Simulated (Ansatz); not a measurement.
CH3ClOSi, SMILES `Cl[SiH]1CO1`, relaxed with RKS PBE0-D4/def2-TZVP in Ansatz 0.2.0 from a PBE-D4/def2-SVP geometry. The force threshold is 0.005 eV/Å; the program also tests the step.

Total charge 0; spin multiplicity 1.

Start:

```xyz
7

Cl    2.037   -1.468    0.428
Si    0.545   -0.383   -0.495
C    -0.623    0.641    0.462
O    -1.051   -0.703   -0.031
H     0.831   -0.269   -1.951
H    -0.542    0.702    1.566
H    -1.197    1.480    0.020
```

Problem. By how much does the energy fall, and how many steps does the optimiser take? (Best estimate.)

Solution. Computed: 0.07 eV, in 5 steps, 1 of them rejected.

Problem. Which bonds change most? (Best estimate.)

Solution. The calculation gave: Si2–O4 from 1.692 to 1.643 Å; Cl1–Si2 from 2.063 to 2.030 Å; Si2–C3 from 1.825 to 1.794 Å; C3–H7 from 1.108 to 1.088 Å.

Problem. Give the relaxed structure. (Estimate.)

Solution. The calculation gave: 
```xyz
7

Cl    2.008   -1.449    0.411
Si    0.525   -0.387   -0.480
C    -0.601    0.647    0.459
O    -1.024   -0.699   -0.030
H     0.819   -0.259   -1.916
H    -0.547    0.694    1.544
H    -1.179    1.454    0.013
```
